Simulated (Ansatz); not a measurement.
CH6AlNSi, SMILES `[AlH2][N]1C[SiH2]1`, relaxed with RKS PBE0-D4/def2-TZVP in Ansatz from a PBE-D4/def2-SVP geometry. The force threshold is 0.005 eV/Å; the program also tests the step.

Charge 0, multiplicity 1.

Start:

```xyz
10

Al    1.791   -0.710   -0.604
N     0.199   -0.082   -0.076
C    -0.538    0.240    1.177
Si   -1.402    0.532   -0.443
H     2.019   -0.841   -2.179
H     2.871   -1.097    0.509
H    -0.823   -0.621    1.815
H    -0.154    1.095    1.770
H    -1.527    1.909   -1.017
H    -2.437   -0.424   -0.951
```

**Question.** By how much does the energy fall, and how many steps does the optimiser take? (Best estimate.)

**Answer.** Ansatz gave: 5.80 kJ/mol, in 7 steps.

**Question.** Which bonds change most? (Best estimate.)

**Answer.** Computed: N2–Si4 from 1.754 to 1.711 Å; C3–Si4 from 1.859 to 1.826 Å; Al1–N2 from 1.791 to 1.764 Å; C3–H8 from 1.109 to 1.089 Å.

**Question.** Give the relaxed structure. (An estimate is asked.)

**Answer.** Ansatz gave: 
```xyz
10

Al    1.761   -0.699   -0.594
N     0.183   -0.074   -0.112
C    -0.534    0.238    1.160
Si   -1.388    0.527   -0.429
H     2.033   -0.846   -2.148
H     2.815   -1.077    0.526
H    -0.787   -0.620    1.780
H    -0.131    1.071    1.735
H    -1.531    1.889   -0.990
H    -2.422   -0.408   -0.929
```
